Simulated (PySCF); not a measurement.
All values below come from PBE-D3(BJ)/def2-TZVP // CAM-B3LYP-D3(BJ)/def2-TZVP run with PySCF 2.14.0. Gas-phase values, no solvent. One relaxed conformer stands for a flexible species; it need not be the lowest. Excitations are Tamm–Dancoff values on a coarser integration grid. The basis has no diffuse functions, so Rydberg states are missing or too high.

Reference species (SMILES): `C(=C\C)(/C=C)B` (neutral, multiplicity 1).

```yaml
T1 excitation (TDA): 2.53 eV
S1 excitation (TDA): 3.56 eV
HOMO–LUMO gap: 2.92 eV
HOMO: -5.81 eV
```

After one change: the T1 excitation (TDA) drops by 0.05 eV; the S1 excitation (TDA) goes up by 0.71 eV; the HOMO–LUMO gap rises by 0.06 eV; the HOMO drops by 0.25 eV.

### Question
Name the change that produced these shifts. The new species is one of these.
(A) `B/C=C/C(=C)C`
(B) `B/C(C=C)=C/C`
(C) `B/C(C)=C\C=C`
(D) `BC(=C)/C=C\C`

### Answer
C, `B/C(C)=C\C=C`
